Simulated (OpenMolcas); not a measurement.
## Cr4+: effect of the active space

```json
{"Program": "OpenMolcas", "Method": "CASSCF", "Basis": "ANO-L-VDZP", "Scalar Hamiltonian": "non-relativistic, point nucleus", "Spin-orbit coupling": "RASSI with atomic mean-field integrals over the reference wave functions, term energies averaged over their components"}
```

A. 2 electrons in 5 orbitals (3d); 2S+1 = 3 even, 10 roots; 2S+1 = 1 even, 15 roots (14 in the spin-orbit step); cost of the order of 4 core-seconds
B. 2 electrons in 10 orbitals (3d 4d); 2S+1 = 3 even, 10 roots; 2S+1 = 1 even, 15 roots kept (CI in the orbitals of an earlier block); cost roughly 8 core-seconds

Energies in cm-1 above 3d2 3F2, the measured ground level; measured values from Sugar and Corliss, J. Phys. Chem. Ref. Data 6, 317 (1977).

```json
{"Level": "3d2 3F2", "A": "0.0", "B": "0.0", "Measured": "0.0"}
{"Level": "3d2 3F3", "A": "400", "B": "400", "Measured": "508"}
{"Level": "3d2 3F4", "A": "914", "B": "915", "Measured": "1142"}
{"Level": "3d2 1D2", "A": "13598", "B": "13593", "Measured": "13188"}
{"Level": "3d2 3P0", "A": "16119", "B": "16101", "Measured": "15492"}
{"Level": "3d2 3P1", "A": "16248", "B": "16241", "Measured": "15677"}
{"Level": "3d2 3P2", "A": "16555", "B": "16548", "Measured": "16041"}
{"Level": "3d2 1G4", "A": "21024", "B": "21019", "Measured": "22019"}
```

Deviations, from unrounded energies. A percentage is the sum of absolute deviations over the sum of measured energies, with the sign that they share, or ± where signs differ.

```json
{"Against measurement": "mean absolute deviation (cm-1)", "Levels": "7", "A": "490", "B": "490"}
{"Against measurement": "fine structure of the ground term (%)", "Levels": "2", "A": "-20.4", "B": "-20.3"}
{"Against measurement": "other terms of the ground configuration (%)", "Levels": "5", "A": "±3.8", "B": "±3.7"}
```

A, B lie about equally close to measurement. The largest miss of B in the table is 3d2 1G4, by -1000 cm-1. The ranking rests on the paired levels alone, and a cruder setting can come out closer through cancelling errors.

The spin-orbit steps hold different terms of 3d2 (A lacks 1S), which shifts levels as well.

Between A and B the level of the table that moves most is 3d2 3P0, by 18 cm-1 (lowest in B, highest in A).

Without dynamic correlation excited terms often stand tens of per cent too high (terms of higher spin than the ground term too low), and those without a measured partner can miss by more than the paired ones. The basis is small and was not contracted for so high a charge. Some high roots are left out of the spin-orbit mixing, which shifts the levels that they would mix with (holds for A). Terms from blocks run as CI alone lack orbitals of their own (holds for B). Active for correlation alone: 4d; no level in the range computed is led by a configuration that fills it, so any true level of that kind is missing (holds for B). Computed and measured levels are paired by configuration, term and J; levels that our copy of the source lacks, or whose pairing is in doubt (as where it misses far off the trend of its configuration), stay unpaired and out of the deviations. Levels of configurations outside the active space are missing. Levels that lie high or do not pair safely by name in every column are left out.
